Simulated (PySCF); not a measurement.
# State search for BeCl⁺

Unrestricted PBE0; Be aug-pcseg-1, Cl aug-pcseg-1; no relativity (PySCF 2.14). Outer shells of the fragments: Be+ 2s1; Cl 3s2 3p5.

Followed along the bond (rough minima from three points):

```tsv
2Ms+1	unpaired	⟨S²⟩ at the start	R at minimum (Å)	Te (eV)
1	none	0.00	1.73	0.00
3	σ ↑, π ↑	2.00	none in the scan	≤ 3.20
```

Solutions found at the starting distance of 2.030 Å, counted from the lowest of them; the search is not exhaustive and high or unbound solutions are not listed, so other states can lie among these:

| 2Ms+1 | unpaired | term | E (eV) | ⟨S²⟩ | ⟨Lz²⟩ | μ (D) |
| --- | --- | --- | --- | --- | --- | --- |
| 1 | none | ¹Σ⁺ | 0.00 | 0.00 | 0.00 | -9.78 |
| 3 | σ ↑, π ↑ | ³Π | 2.49 | 2.00 | 1.01 | -2.65 |
| 1 | σ ↑, π ↓ | mixed | 2.54 | 1.00 | 1.01 | -2.59 |
| 3 | σ ↑↑ | ³Σ⁺ | 4.23 | 2.00 | 0.00 | -2.99 |
| 3 | π ↑↑ | mixed | 5.18 | 2.01 | 2.01 | -4.67 |
| 3 | π ↑↑ | mixed | 5.36 | 2.00 | 2.01 | -4.64 |

A term symbol is given only where ⟨S²⟩ and ⟨Lz²⟩ are close to those of a pure state; real π, δ and φ orbitals otherwise mix terms. A positive dipole points towards Cl; it is taken about the centre of mass and depends on that origin.

Counting both spins, an empty level lies below a filled one in some of these solutions, because spin and occupation are held.
